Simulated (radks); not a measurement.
The numbers below are computed, except where a source is named.
Problem. These are the eigenvalues of the occupied orbitals of an atom or ion with whole-number occupations (hartree). Code: a radial shooting solver on a logarithmic mesh with Libxc functionals. Model: non-relativistic Kohn-Sham, BLYP, spin-unpolarised, spherical densities, point nucleus.

1s: -2411.315
2s: -398.9939
2p: -382.7773
3s: -92.83589
3p: -85.28982
3d: -71.21381
4s: -20.11008
4p: -16.93653
4d: -11.14138
5s: -4.14696
4f: -3.53329
5p: -3.19155
5d: -1.72161

Which element is it, and in what charge state? The configuration may be excited.

Solution. Z = 75, rhenium, charge +4: Re4+ in [Xe] 4f14 5d3. The list shows which subshells hold electrons but not how many an open one holds; the 1s level, -2411.3 hartree, gives Z - s = 69.4 by -(Z - s)^2/2, which with screening narrows Z to a few neighbours, and the depths of the outer levels then fix element, charge and occupations together.
